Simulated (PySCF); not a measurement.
CH7ClN2Si, SMILES NC[Si@@H](N)Cl.

Geometry: PBE0-D3(BJ)/def2-SVP. The structure was generated by enumeration; whether it is a known compound was not checked. One conformer was computed; it need not be the lowest.

Computed with TDDFT-PBE/def2-SVPD run with PySCF 2.14.0.

Vertical excitations. Gas-phase values at a fixed geometry.

```json
[
 {"state": "S1", "energy (eV)": "4.95", "λ (nm)": "251", "f": "0.001", "main pairs": "HOMO→LUMO 99 %"},
 {"state": "S2", "energy (eV)": "5.30", "λ (nm)": "234", "f": "0.027", "main pairs": "HOMO→LUMO+1 95 %"},
 {"state": "S3", "energy (eV)": "5.71", "λ (nm)": "217", "f": "0.043", "main pairs": "HOMO→LUMO+2 94 %"},
 {"state": "S4", "energy (eV)": "6.02", "λ (nm)": "206", "f": "0.014", "main pairs": "HOMO→LUMO+3 99 %"},
 {"state": "S5", "energy (eV)": "6.26", "λ (nm)": "198", "f": "0.042", "main pairs": "HOMO−1→LUMO 96 %"},
 {"state": "S6", "energy (eV)": "6.46", "λ (nm)": "192", "f": "0.016", "main pairs": "HOMO→LUMO+4 97 %"},
 {"state": "S7", "energy (eV)": "6.68", "λ (nm)": "186", "f": "0.031", "main pairs": "HOMO−1→LUMO+1 86 %"},
 {"state": "S8", "energy (eV)": "6.86", "λ (nm)": "181", "f": "0.005", "main pairs": "HOMO→LUMO+5 64 %, HOMO−1→LUMO+2 34 %"},
 {"state": "S9", "energy (eV)": "6.90", "λ (nm)": "180", "f": "0.031", "main pairs": "HOMO−1→LUMO+2 56 %, HOMO→LUMO+5 33 %"},
 {"state": "S10", "energy (eV)": "6.97", "λ (nm)": "178", "f": "0.021", "main pairs": "HOMO→LUMO+6 49 %, HOMO→LUMO+7 47 %"},
 {"state": "T1", "energy (eV)": "4.84", "λ (nm)": "256", "f": "0", "main pairs": "HOMO→LUMO 95 %"},
 {"state": "T2", "energy (eV)": "5.02", "λ (nm)": "247", "f": "0", "main pairs": "HOMO→LUMO+1 95 %"},
 {"state": "T3", "energy (eV)": "5.49", "λ (nm)": "226", "f": "0", "main pairs": "HOMO→LUMO+2 99 %"},
 {"state": "T4", "energy (eV)": "5.91", "λ (nm)": "210", "f": "0", "main pairs": "HOMO→LUMO+3 96 %"}
]
```
Triplets are in the Tamm–Dancoff approximation, which puts them higher than full response would, so one can lie above its singlet here.
